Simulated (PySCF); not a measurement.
Rubidium: highly charged ions in a basis for the neutral atom

Rb¹⁸⁺ [Ar] 3d1, Rb¹⁹⁺ [Ar]. Computed with PySCF 2.14 in cc-pVDZ-X2C, with scalar relativity by spin-free X2C-1e. No spin-orbit coupling, so a gap to NIST mixes the basis error with missing relativistic terms.

Changed run: basis of the neutral atom used for a highly charged ion. This setting is unsound on purpose.

```csv
species,method,sound run (hartree),changed run (hartree),converged
Rb¹⁸⁺,UHF,not run,-2800.65521,yes
Rb¹⁸⁺,M06-L,not run,-2801.60303,yes
Rb¹⁸⁺,MN15,not run,-2803.60682,yes
Rb¹⁹⁺,UHF,not run,-2774.97967,yes
Rb¹⁹⁺,M06-L,not run,-2775.87136,yes
Rb¹⁹⁺,MN15,not run,-2777.88248,yes
```

Ionisation energy of Rb¹⁸⁺:

```json
{"method": "UHF", "changed run (eV)": "698.67", "NIST (eV)": "706 ± 2.2"}
{"method": "M06-L", "changed run (eV)": "700.19", "NIST (eV)": "706 ± 2.2"}
{"method": "MN15", "changed run (eV)": "700.00", "NIST (eV)": "706 ± 2.2"}
```

The contracted functions were made for the neutral atom and can be too rigid for a highly charged ion.
